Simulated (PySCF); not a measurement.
# Exercise with solution: oscillator strength and radiative lifetime

Be(I)(SeH) (BeHISe), SMILES [SeH][Be][I].

Geometry: r2SCAN-D4/def2-TZVP. The def2 effective core potentials stand for the cores of I; spin–orbit coupling is left out. Other conformers were not sampled.

PySCF with TDA-LC-ωPBE/def2-SVPD puts the first singlet state with f over 0.02 at 6.04 eV (vertical), with the transition dipole (0.000, 0.000, 0.373) in atomic units.

Question: Find the oscillator strength, the wavelength and the radiative lifetime that this transition would have in vacuum if emission retraced absorption.

Answer: 
|μ|² = 0.1391 au, so |μ| = 0.95 D. ΔE = 6.04/27.211 = 0.2220 hartree. f = (2/3) ΔE |μ|² = 0.021 (the program prints 0.021).
λ = 1239.84/6.04 = 205 nm; ν = 48716 cm⁻¹.
Einstein's coefficient A = 0.6670 ν² f s⁻¹ (ν in cm⁻¹) = 3.3e7 s⁻¹, so τ = 1/A = 31 ns. This state is S2; the lower singlet has f = 0.000. The figure is the radiative limit of this one transition; relaxation, internal conversion, crossing to triplets and a medium change what is measured.
